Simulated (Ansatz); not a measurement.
Ansatz (a quantum-chemistry and plane-wave program) job for Be(Me)(SeH) (CH4BeSe), SMILES [CH3][Be][SeH], B3LYP-D3(BJ)/def2-TZVP. 

Ansatz 0.2 input:
```yaml
crystal:
  periodic: [false, false, false]
  atoms:
    - {symbol: Be, position_ang: [0.79251568, -0.77957233, -0.18857450]}
    - {symbol: C, position_ang: [2.06472488, -1.83636477, -0.65005485]}
    - {symbol: H, position_ang: [1.77129110, -2.88463939, -0.69123276]}
    - {symbol: H, position_ang: [2.92649244, -1.82083429, 0.01576653]}
    - {symbol: H, position_ang: [2.47910897, -1.63203806, -1.63740179]}
    - {symbol: Se, position_ang: [-0.62730243, 0.59670487, 0.16726651]}
    - {symbol: H, position_ang: [-1.40702210, 0.18602431, 1.28043389]}
basis:
  gaussian:
    orbitals: def2-TZVP
hamiltonian:
  xc: b3lyp
  dispersion: d3bj
relax: {f_tol: 0.002, max_steps: 200}
```

Output:

```
WARN ansatz: RAYON_NUM_THREADS=1 ignored (pool sized by the plan → 1); use --threads N
Functional definition: B3LYP
integrals: 0.04 GiB planned
906 factors; their error is unknown
mean field: 0.39 GiB planned
mean field evaluation 1: about -66848.4850 eV, gradient 5.6e1 eV
mean field evaluation 2: about -66843.7547 eV, gradient 6.4e1 eV
mean field evaluation 4: about -66855.6716 eV, gradient 2.4e0 eV
mean field evaluation 8: about -66856.0104 eV, gradient 9.8e-2 eV
mean field -66856.01046665 eV, -2456.9130680179 hartree, gradient 2.7e-5 eV, S^2 0.000000; 0 other end points of the search recorded, 0 dependent functions left out
the calculation of the forces begins
reference -66856.01071449 eV, -2456.9130771258 hartree; 24, 24 occupied and 98, 98 virtual orbitals, 906 factors
relax step   1: F+E_penalty+E_count = -66856.21008079 eV  Δ(F+E_penalty+E_count) = +0.000e0 eV  max|allowed force component| = 1.127e0 eV/Å  Δτ_max = 0.0000 Å  (27 SCF iters, accepted)
these checks for a lower state are left out or cut short: starts, cluster_reference, orbital_swaps, neighbouring_geometries, increment
integrals: 0.04 GiB planned
906 factors; their error is unknown
mean field: 0.39 GiB planned
mean field evaluation 16: about -66855.7365 eV, gradient 6.6e0 eV
mean field -66856.15869166 eV, -2456.9185151865 hartree, gradient 2.4e-5 eV, S^2 0.000000; 0 other end points of the search recorded, 0 dependent functions left out
the calculation of the forces begins
reference -66856.15894009 eV, -2456.9185243162 hartree; 24, 24 occupied and 98, 98 virtual orbitals, 906 factors
relax step   2: F+E_penalty+E_count = -66856.36057677 eV  Δ(F+E_penalty+E_count) = -1.505e-1 eV  max|allowed force component| = 2.922e-1 eV/Å  Δτ_max = 0.1949 Å  (30 SCF iters, accepted)
these checks for a lower state are left out or cut short: starts, cluster_reference, orbital_swaps, neighbouring_geometries, increment
integrals: 0.04 GiB planned
906 factors; their error is unknown
mean field: 0.39 GiB planned
mean field -66856.17401238 eV, -2456.9190782126 hartree, gradient 1.5e-5 eV, S^2 0.000000; 0 other end points of the search recorded, 0 dependent functions left out
the calculation of the forces begins
reference -66856.17426077 eV, -2456.9190873407 hartree; 24, 24 occupied and 98, 98 virtual orbitals, 906 factors
relax step   3: F+E_penalty+E_count = -66856.37655934 eV  Δ(F+E_penalty+E_count) = -1.598e-2 eV  max|allowed force component| = 2.149e-1 eV/Å  Δτ_max = 0.1367 Å  (31 SCF iters, accepted)
these checks for a lower state are left out or cut short: starts, cluster_reference, orbital_swaps, neighbouring_geometries, increment
integrals: 0.04 GiB planned
906 factors; their error is unknown
mean field: 0.39 GiB planned
mean field evaluation 32: about -66856.1749 eV, gradient 3.7e-1 eV
mean field -66856.17505961 eV, -2456.9191166977 hartree, gradient 1.6e-5 eV, S^2 0.000000; 0 other end points of the search recorded, 0 dependent functions left out
the calculation of the forces begins
reference -66856.17530815 eV, -2456.9191258313 hartree; 24, 24 occupied and 98, 98 virtual orbitals, 906 factors
relax step   4: F+E_penalty+E_count = -66856.37758313 eV  Δ(F+E_penalty+E_count) = -1.024e-3 eV  max|allowed force component| = 4.644e-1 eV/Å  Δτ_max = 0.1103 Å  (31 SCF iters, accepted)
these checks for a lower state are left out or cut short: starts, cluster_reference, orbital_swaps, neighbouring_geometries, increment
integrals: 0.04 GiB planned
906 factors; their error is unknown
mean field: 0.39 GiB planned
mean field -66856.16810809 eV, -2456.9188612341 hartree, gradient 2.4e-5 eV, S^2 0.000000; 0 other end points of the search recorded, 0 dependent functions left out
the calculation of the forces begins
reference -66856.16835629 eV, -2456.9188703553 hartree; 24, 24 occupied and 98, 98 virtual orbitals, 906 factors
relax step   5: F+E_penalty+E_count = -66856.37096695 eV  Δ(F+E_penalty+E_count) = +6.616e-3 eV  max|allowed force component| = 6.533e-1 eV/Å  Δτ_max = 0.0974 Å  (30 SCF iters, rejected (line search))
these checks for a lower state are left out or cut short: starts, cluster_reference, orbital_swaps, neighbouring_geometries, increment
integrals: 0.04 GiB planned
906 factors; their error is unknown
mean field: 0.39 GiB planned
mean field -66856.18228872 eV, -2456.9193823625 hartree, gradient 1.5e-5 eV, S^2 0.000000; 0 other end points of the search recorded, 0 dependent functions left out
the calculation of the forces begins
reference -66856.18253727 eV, -2456.9193914967 hartree; 24, 24 occupied and 98, 98 virtual orbitals, 906 factors
relax step   6: F+E_penalty+E_count = -66856.38475371 eV  Δ(F+E_penalty+E_count) = -7.171e-3 eV  max|allowed force component| = 1.323e-2 eV/Å  Δτ_max = 0.0193 Å  (31 SCF iters, accepted)
these checks for a lower state are left out or cut short: starts, cluster_reference, orbital_swaps, neighbouring_geometries, increment
integrals: 0.04 GiB planned
906 factors; their error is unknown
mean field: 0.39 GiB planned
mean field -66856.18223013 eV, -2456.9193802095 hartree, gradient 1.6e-5 eV, S^2 0.000000; 0 other end points of the search recorded, 0 dependent functions left out
the calculation of the forces begins
reference -66856.18247872 eV, -2456.9193893447 hartree; 24, 24 occupied and 98, 98 virtual orbitals, 906 factors
relax step   7: F+E_penalty+E_count = -66856.38476439 eV  Δ(F+E_penalty+E_count) = -1.068e-5 eV  max|allowed force component| = 2.638e-2 eV/Å  Δτ_max = 0.0042 Å  (31 SCF iters, accepted)
these checks for a lower state are left out or cut short: starts, cluster_reference, orbital_swaps, neighbouring_geometries, increment
integrals: 0.04 GiB planned
906 factors; their error is unknown
mean field: 0.39 GiB planned
mean field evaluation 64: about -66856.1823 eV, gradient 1.6e-5 eV
mean field -66856.18228005 eV, -2456.9193820437 hartree, gradient 1.6e-5 eV, S^2 0.000000; 0 other end points of the search recorded, 0 dependent functions left out
the calculation of the forces begins
reference -66856.18252860 eV, -2456.9193911781 hartree; 24, 24 occupied and 98, 98 virtual orbitals, 906 factors
relax step   8: F+E_penalty+E_count = -66856.38479233 eV  Δ(F+E_penalty+E_count) = -2.794e-5 eV  max|allowed force component| = 9.182e-4 eV/Å  Δτ_max = 0.0013 Å  (33 SCF iters, accepted)
integrals: 0.04 GiB planned
906 factors; their error is unknown
mean field: 0.39 GiB planned
mean field -66856.18228005 eV, -2456.9193820437 hartree, gradient 1.6e-5 eV, S^2 0.000000; 1 other end points of the search recorded, 0 dependent functions left out
the calculation of the forces begins
reference -66856.18252860 eV, -2456.9193911781 hartree; 24, 24 occupied and 98, 98 virtual orbitals, 906 factors
Total energy: -66856.38504089 eV, -2456.9268333673 hartree
Atom 0 at     0.812154    -0.700986    -0.282082 Å, force    -0.000349     0.000633    -0.000062 eV/Å
Atom 1 at     2.017557    -1.811551    -0.622381 Å, force    -0.000006    -0.000918    -0.000026 eV/Å
Atom 2 at     1.637268    -2.837819    -0.631168 Å, force    -0.000262     0.000106     0.000023 eV/Å
Atom 3 at     2.833164    -1.773721     0.105887 Å, force    -0.000059     0.000254     0.000561 eV/Å
Atom 4 at     2.459953    -1.629719    -1.607613 Å, force     0.000171     0.000465    -0.000482 eV/Å
Atom 5 at    -0.649587     0.684229     0.087307 Å, force     0.000263    -0.000695    -0.000100 eV/Å
Atom 6 at    -1.110701    -0.101153     1.246253 Å, force     0.000241     0.000155     0.000086 eV/Å
Dipole moment:     0.100334    -0.175248     0.042586 e Å
```

The run converged.

Cost: roughly 17 core-seconds.
